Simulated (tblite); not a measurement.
C₃H₁₀OPSi₂ (doublet state).
Numbering: `[CH3:1][O:2][SiH2:3]/[CH:4]=[C:5]\[SiH2:6][PH2:7]` (hydrogens: H8, H9, H10 on C1; H11, H12 on Si3; H13 on C4; H14, H15 on Si6; H16, H17 on P7)

Computed geometry: GFN2-xTB, gas phase. This method treats the open shell by occupation alone, without spin polarisation.

(1) List the bond lengths, angles and torsions at this level.

Results:

(1) 
```
                bond  length (Å)
               C1–O2       1.395
              O2–Si3       1.615
              Si3–C4       1.929
               C4=C5       1.292
              C5–Si6       1.825
              Si6–P7       2.276
C1–H8, C1–H9, C1–H10       1.093
             Si3–H11       1.465
             Si3–H12       1.453
              C4–H13       1.086
    Si6–H14, Si6–H15       1.469
      P7–H16, P7–H17       1.383
```

Bonds in one row agree within 0.01 Å and their mean is given. A selection of angles:
```
      angle  degrees
   O2–C1–H8    110.8
   O2–C1–H9    108.0
   H8–C1–H9    109.4
  H8–C1–H10    108.5
  C1–O2–Si3    130.9
  O2–Si3–C4    111.1
 O2–Si3–H11    113.3
 O2–Si3–H12     99.1
 C4–Si3–H11    107.4
 C4–Si3–H12    110.2
H11–Si3–H12    115.8
  Si3–C4–C5    125.7
 Si3–C4–H13    113.4
  C5–C4–H13    120.8
  C4–C5–Si6    152.3
  C5–Si6–P7    114.8
 C5–Si6–H14    110.2
 C5–Si6–H15    107.3
 P7–Si6–H14    104.8
 P7–Si6–H15    108.4
H14–Si6–H15    111.3
 Si6–P7–H16     95.1
 H16–P7–H17     91.7
```

Dihedral angles: C1–O2–Si3–C4 60° (synclinal); O2–Si3–C4–C5 -61° (synclinal); Si3–C4–C5–Si6 -6° (synperiplanar); C4–C5–Si6–P7 -9° (synperiplanar). The mirror-image conformer, all signs reversed, is as good.

Of the pairs four or more bonds apart, Si6···H10 is among the closest relative to their van der Waals radii: 3.12 Å, 94 % of the sum of Bondi's values. Si3 (silicon bonded to C, O and 2 H) is distorted tetrahedral (angles from 99.1° to 115.8°). C4 (carbon bonded to C, Si and H) is planar (angles 125.7°, 120.8° and 113.4°, sum 359.9°, 0.02 Å off the plane of its three neighbours). C5 (carbon bonded to C and Si) is bent (angle 152.3°). The 2 C–Si bonds span 1.825 Å (C5–Si6, drawn single) to 1.929 Å (Si3–C4, drawn single), a spread of 0.104 Å. P7 (phosphorus bonded to Si and 2 H) is pyramidal (angles 95.1°, 94.7° and 91.7°, sum 281.6°, 0.84 Å off the plane of its three neighbours). Si6 (silicon bonded to C, P and 2 H) is distorted tetrahedral (angles from 104.8° to 114.8°).

Point group: C1 (no symmetry element, even within 0.4 Å). Its GFN2-xTB frequencies are all real (lowest 40 cm⁻¹). Torsions: C1–O2–Si3–C4 60°, O2–Si3–C4–C5 -61°, C4–C5–Si6–P7 -9°, C5–Si6–P7–H -133° and -41°. 3 starts were optimised and ended at 0.00, 0.86 and 2.52 kcal/mol (GFN2-xTB); the lowest of these is shown.

Time: 3.6 s of wall time. Hardware: one thread, Intel Xeon at 2.50 GHz (x86_64), on a shared host. These figures are those of the optimisation.
